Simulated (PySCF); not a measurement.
A species of formula C6H14S has this rotational fingerprint, computed with PBE0/pcSseg-1 in PySCF (dipole) on a GFN2-xTB geometry, gas phase:

| Quantity | Value |
| --- | --- |
| Rotational constants | A = 4065, B = 947.3, C = 937.2 MHz |
| Dipole components | \|μa\| = 1.78 D, \|μb\| = 0.02 D, \|μc\| = 0.78 D |
| Inertial defect | -118.56 u·Å² |
| κ | -0.99 |

Question: Which candidate fits, each taken in the one conformer that was computed?
A. `[CH3:1][C:2]([CH3:3])([CH3:4])[CH2:5][CH2:6][SH:7]` with C2–C5–C6–S7 -179°, C5–C6–S7–H -61°
B. `[CH3:1][CH2:2][CH2:3][C@H:4]([CH3:5])[CH2:6][SH:7]` with C1–C2–C3–C4 -174°, C2–C3–C4–C5 -69°, C3–C4–C6–S7 -63°, C4–C6–S7–H -62°
C. `[CH3:1][CH2:2][CH:3]([CH2:4][CH3:5])[S:6][CH3:7]` with C1–C2–C3–C4 -176°, C2–C3–C4–C5 176°, C2–C3–S6–C7 63°

Answer: A. It is CC(C)(C)CCS. The candidates at the same level (rigid rotor, commonest isotopes):

```csv
SMILES,A (MHz),B (MHz),C (MHz),μa (D),μb (D),μc (D),Δ (u·Å²),point group,rotor
CCC(CC)SC,2375,1680,1220,0.00,0.77,1.51,-99.23,Cs,asymmetric top
CC(C)(C)CCS,4065,947.3,937.2,1.78,0.02,0.78,-118.56,–,–
CCC[C@H](C)CS,2765,1114,843.5,0.80,1.46,0.66,-37.41,C1,asymmetric top
```

`CCC(CC)SC` has B 77 % too high; `CCC[C@H](C)CS` has A 32 % too low. No structure here is proved a minimum.
